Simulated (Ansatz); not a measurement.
Basis sets compared for Ga₆Sb₅H₁₈⁻, a cluster cut from wurtzite GaSb (hydrogen-capped). Charge -1, multiplicity 1. Geometry PBE-D4/def2-SVP. Ansatz on 2 threads of AMD EPYC 7R13 on a shared host and a share (18 GiB) of an NVIDIA H100 80GB HBM3; times are rough, and most runs start from earlier orbitals.

Cartesian coordinates in Å:
```
Ga 0.392 3.041 1.309
Sb 1.156 0.589 2.148
Sb -2.917 0.357 1.147
Ga -0.978 -0.953 2.475
Ga 3.109 -0.806 0.906
Sb -0.542 -3.007 0.793
Sb -0.310 2.428 -1.215
Ga -2.738 1.328 -1.408
Ga 1.586 1.416 -2.838
Sb 2.049 -0.911 -1.564
Ga 0.171 -2.791 -1.842
H -0.907 3.444 2.137
H 1.674 3.977 1.299
H 1.644 0.761 3.796
H -3.348 1.625 2.224
H -4.368 -0.548 1.399
H -1.437 -1.426 3.918
H 4.417 0.093 0.893
H 3.128 -2.267 1.539
H 0.606 -3.971 1.633
H -1.855 -4.106 1.026
H -0.635 3.991 -1.871
H -3.894 2.414 -1.501
H -2.769 -0.001 -2.268
H 2.885 2.324 -2.710
H 0.936 1.105 -4.254
H 3.335 -1.634 -2.460
H -1.167 -2.260 -2.503
H 0.777 -4.213 -2.208
```

In the def2 sets Sb takes a core potential; there is no spin–orbit coupling. Single mean-field runs in def2-SVP, def2-TZVP are fitted with def2-universal-jkfit.

```json
{"level": "PBE-D4/def2-SVP", "functions": "412", "energy (Eh)": "-12758.1871", "HOMO (eV)": "-2.92", "LUMO (eV)": "0.83", "wall time": "5.5 s"}
{"level": "PBE0-D4/def2-SVP", "functions": "412", "energy (Eh)": "-12758.5192", "HOMO (eV)": "-3.84", "LUMO (eV)": "1.49", "wall time": "6.5 s"}
```

(1) Estimate the rows for PBE-D4/def2-TZVP (with forces), PBE0-D4/def2-TZVP (with forces).

## Answers

(1) 
| level | functions | energy (Eh) | HOMO (eV) | LUMO (eV) | wall time |
| --- | --- | --- | --- | --- | --- |
| PBE-D4/def2-TZVP (with forces) | 646 | -12759.7246 | -3.00 | 0.70 | 7 s |
| PBE0-D4/def2-TZVP (with forces) | 646 | -12760.0427 | -3.87 | 1.38 | 8.5 s |
